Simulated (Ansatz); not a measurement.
Molecule: C₃H₅N, net charge 0, singlet state. 
Geometry from a B3LYP-D3(BJ)/def2-TZVP (Ansatz, a first-principles code) optimisation:
```
C
H 1 1.0915
H 1 1.0915 2 107.51
N 1 1.4250 2 107.93 3 -116.18
C 4 1.1649 3 150.25 1 -177.39
C 1 1.5245 2 110.81 3 121.22
H 6 1.0897 1 110.68 2 60.22
H 6 1.0897 7 108.47 1 -121.61
H 6 1.0905 7 108.67 8 -117.97
```
Charge 0, spin multiplicity 1.

CCSD(T) with Ansatz in growing basis sets, 22 correlated electrons. Cores are frozen in the correlated levels unless marked. Open shells are spin-unrestricted. Spin-orbit coupling is left out. Non-relativistic. Costs are ratios of core time to the smallest set, on shared machines of one kind, and rough; they hold the program's checks for lower states.

```json
[
 {"basis": "aug-cc-pVDZ", "functions": "137", "cost over smallest": "1×", "E(corr) (Eh)": "-0.6374", "electronic atomisation energy (kcal/mol)": "823.9"},
 {"basis": "aug-cc-pVTZ", "functions": "299", "cost over smallest": "9×", "E(corr) (Eh)": "-0.7480", "electronic atomisation energy (kcal/mol)": "867.1"}
]
```

Formally CCSD grows as o²v⁴ and (T) as o³v⁴; with o = 11 and v going from 122 to 284 both grow 29-fold in the last step, while integrals and the mean field grow more slowly. That step adds 110.6 mEh of correlation energy and 43.2 kcal/mol to the atomisation energy.
